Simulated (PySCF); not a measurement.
# Shapes and spin states of FeH₂

All numbers come from PBE0/[Fe def2-TZVP, H def2-TZVP], no relativity, density fitting, PySCF.

Relaxations began from a few typed shapes and spin states; open shells are unrestricted. The search is not exhaustive: other isomers or separated fragments can lie lower, and high-lying points may rest on an excited occupation.

Q: Order these stationary points by electronic energy, lowest first, in kJ/mol from the lowest minimum.
A. broken-symmetry Ms = 1 (⟨S²⟩ 2.91) C2v: Fe–H 1.726 Å (×2), H–H 0.816 Å; Fe–H–H 76.3° (×2), H–Fe–H 27.3°
B. broken-symmetry Ms = 1 (⟨S²⟩ 3.01) D∞h: Fe–H 1.633 Å (×2); H–Fe–H 180.0°
C. quintet D∞h: Fe–H 1.653 Å (×2); H–Fe–H 180.0°
D. singlet (closed shell, unstable to spin polarisation) C2v: Fe–H 1.495 Å (×2), H–H 0.951 Å; Fe–H–H 71.5° (×2), H–Fe–H 37.1°
E. quintet C2v: Fe–H 1.996 Å (×2), H–H 0.777 Å; Fe–H–H 78.8° (×2), H–Fe–H 22.4°
F. singlet (closed shell, unstable to spin polarisation) C2v: Fe–H 1.506 Å (×2); H–Fe–H 103.1°
G. singlet (closed shell, unstable to spin polarisation) D∞h: Fe–H 1.598 Å (×2); H–Fe–H 180.0°
H. triplet C2v: Fe–H 1.529 Å (×2); H–Fe–H 98.6°

A: C (0.0), E (72.2), H (109.8), A (111.0), B (136.7), F (260.7), D (322.0), G (347.8).

Q: Which of them are minima?

A: By energy in kJ/mol, 0.0: minimum; 72.2: minimum; 109.8: minimum; 111.0: minimum; 136.7: minimum; 260.7: minimum of the closed-shell surface only; 322.0: minimum of the closed-shell surface only; 347.8: minimum of the closed-shell surface only.

Formally Fe is in oxidation state +2, d6, with 4 unpaired electrons (the high-spin count). The Mulliken spin on Fe is 4.18. The polar-tensor charge on Fe, 0.94, is far below the formal one.

For the lowest minimum: other spin states or occupations of the open shell can lie lower.

The electron or spin density has lower symmetry than the nuclear frame for the broken-symmetry Ms = 1 (⟨S²⟩ 2.91) C2v at 111.0 kJ/mol, broken-symmetry Ms = 1 (⟨S²⟩ 3.01) D∞h at 136.7 kJ/mol.
